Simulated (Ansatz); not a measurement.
## Ansatz (development build ahead of 0.2.0) run

```yaml
crystal:
  periodic: [false, false, false]
  atoms:
    - { symbol: C, position_ang: [-0.84225, -0.84225, -0.84225] }
    - { symbol: C, position_ang: [-0.84225, -0.84225, 0.84225] }
    - { symbol: C, position_ang: [-0.84225, 0.84225, -0.84225] }
    - { symbol: C, position_ang: [-0.84225, 0.84225, 0.84225] }
    - { symbol: C, position_ang: [0.84225, -0.84225, -0.84225] }
    - { symbol: C, position_ang: [0.84225, -0.84225, 0.84225] }
    - { symbol: C, position_ang: [0.84225, 0.84225, -0.84225] }
    - { symbol: C, position_ang: [0.84225, 0.84225, 0.84225] }
    - { symbol: H, position_ang: [-1.52697, -1.52697, -1.52697] }
    - { symbol: H, position_ang: [-1.52697, -1.52697, 1.52697] }
    - { symbol: H, position_ang: [-1.52697, 1.52697, -1.52697] }
    - { symbol: H, position_ang: [-1.52697, 1.52697, 1.52697] }
    - { symbol: H, position_ang: [1.52697, -1.52697, -1.52697] }
    - { symbol: H, position_ang: [1.52697, -1.52697, 1.52697] }
    - { symbol: H, position_ang: [1.52697, 1.52697, -1.52697] }
    - { symbol: H, position_ang: [1.52697, 1.52697, 1.52697] }
basis:
  gaussian: { orbitals: def2-SVP }
hamiltonian:
  xc: hf
```

The input is written out in the form of the current development build from the run's settings.

Results

* Converged: yes
* Total energy: -307.03866 hartree
* Spin squared of the determinant: 0.000

Caution: no unrestricted run beside it, a lower state can exist.
